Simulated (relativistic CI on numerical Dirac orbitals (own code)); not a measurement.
## One change at a time: Tl33+

Base calculation: Dirac-Coulomb-Breit CI, KLI orbitals optimised for each configuration, model QED, unscaled Slater integrals.

Configurations in the expansion (outside the closed core [Ar] 3d10): 4s2.4p6.4d10.4f2, 4s2.4p6.4d9.4f3, 4s2.4p6.4d10.4f.5s, 4s2.4p6.4d10.4f.5p, 4s2.4p5.4d10.4f3, 4s2.4p6.4d10.5s2, 4s2.4p6.4d10.5s.5p, 4s2.4p6.4d10.4f.5d, 4s.4p6.4d10.4f3, 4s2.4p6.4d10.5p2, 4s2.4p6.4d9.4f2.5s, 4s2.4p6.4d10.5s.5d, 4s2.4p6.4d10.4f.5f, 4s2.4p6.4d10.5p.5d, 4s2.4p6.4d9.4f2.5p, 4s2.4p6.4d10.4f.5g, 4s2.4p6.4d10.4f.6s, 4s2.4p6.4d10.5d2, 4s2.4p6.4d10.4f.6p, 4s2.4p6.4d10.4f.6d, 4s2.4p5.4d10.4f2.5s, 4s2.4p6.4d10.4f.6g, 4s2.4p6.4d10.4f.7s, 4s.4p6.4d10.4f.5s2, 4s.4p6.4d10.4f.5p2. Double excitations out of closed p, d and f shells are left out; levels of such configurations are missing from the list, as are those of other unlisted configurations, and high levels can miss mixing partners.

The lowest level and the first level of each name with at least 55 % of one term (blank where a level has no safe partner in the second run):

| Level | Base (cm⁻¹) | Shift (cm⁻¹) |
| --- | --- | --- |
| 4s2.4p6.4d10.4f2 3H_4 | 0 | 0 |
| 4s2.4p6.4d10.4f2 3F_2 | 25868 | +1476 |
| 4s2.4p6.4d10.4f2 3H_5 | 49492 | +21 |
| 4s2.4p6.4d10.4f2 3F_3 | 66122 | +1085 |
| 4s2.4p6.4d10.4f2 3H_6 | 86339 | +363 |
| 4s2.4p6.4d10.4f2 3P_0 | 98794 | +3527 |
| 4s2.4p6.4d10.4f2 3F_4 | 120771 | +530 |
| 4s2.4p6.4d10.4f2 3P_1 | 126523 | +3724 |
| 4s2.4p6.4d10.4f2 1I_6 | 136221 | +1634 |
| 4s2.4p6.4d10.4f2 3P_2 | 167030 | +3426 |
| 4s2.4p6.4d10.4f2 1S_0 | 258207 | +2005 |
| 4s2.4p6.4d10.4f.5s 3F°_2 | 1844009 | +15551 |
| 4s2.4p6.4d10.4f.5s 3F°_3 | 1848021 | +15437 |
| 4s2.4p6.4d9.4f3 5G°_2 | 1864900 | -888 |

At this charge energies of transitions that change n are usually good to better than 1 %, and those within a shell (Δn = 0) to a few per cent. Terms inside the open d or f shell come out 10 to 20 % too wide with unscaled integrals.

**Question.** One thing was changed in a second run, which moved the levels as shown. Which?
A. QED terms removed
B. Breit term removed
C. configuration mixing switched off

**Answer.** C. Configuration mixing switched off. Without mixing, levels that were pushed by configurations of the same parity and J return to their single-configuration places.

LS names give the leading component of a level, which can be under half, so a name can repeat, a term be missing and a line seem to break the LS rules.
